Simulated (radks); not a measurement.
Values are calculated unless marked as measured or tabulated.
Sc II, configuration [Ar] 3d1 4s1 (the NIST ground configuration). Level of theory: Dirac Kohn-Sham, PBE, spin-unpolarised, spherical densities, finite nucleus; open shells are shared between the two j in proportion to 2j + 1; Fermi nuclear charge, rms radius 3.5459 fm (a radial shooting solver on a logarithmic mesh with Libxc functionals).

Unscreened Slater integrals over Kohn-Sham orbitals (hartree). Large and small components are both included.

\begin{tabular}{lr}
integral & value \\ \hline
F0(4s1/2,4s1/2) & 0.26743 \\
F0(4s1/2,3d5/2) & 0.32537 \\
G2(4s1/2,3d5/2) & 0.061387 \\
F0(4s1/2,3d3/2) & 0.32551 \\
G2(4s1/2,3d3/2) & 0.061132 \\
F0(4s1/2,3p3/2) & 0.34161 \\
G1(4s1/2,3p3/2) & 0.023096 \\
F0(3d5/2,3d5/2) & 0.54910 \\
F2(3d5/2,3d5/2) & 0.24627 \\
F4(3d5/2,3d5/2) & 0.15176 \\
F0(3d5/2,3d3/2) & 0.54980 \\
F2(3d5/2,3d3/2) & 0.24658 \\
G2(3d5/2,3d3/2) & 0.24651 \\
G4(3d5/2,3d3/2) & 0.15192 \\
F0(3d5/2,3p3/2) & 0.63951 \\
F2(3d5/2,3p3/2) & 0.29179 \\
G1(3d5/2,3p3/2) & 0.36304 \\
G3(3d5/2,3p3/2) & 0.21614 \\
F0(3d3/2,3d3/2) & 0.55050 \\
F2(3d3/2,3d3/2) & 0.24690 \\
F0(3d3/2,3p3/2) & 0.64051 \\
F2(3d3/2,3p3/2) & 0.29238 \\
G1(3d3/2,3p3/2) & 0.36378 \\
G3(3d3/2,3p3/2) & 0.21659 \\
F0(3p3/2,3p3/2) & 0.77306 \\
F2(3p3/2,3p3/2) & 0.38770 \\
\end{tabular}
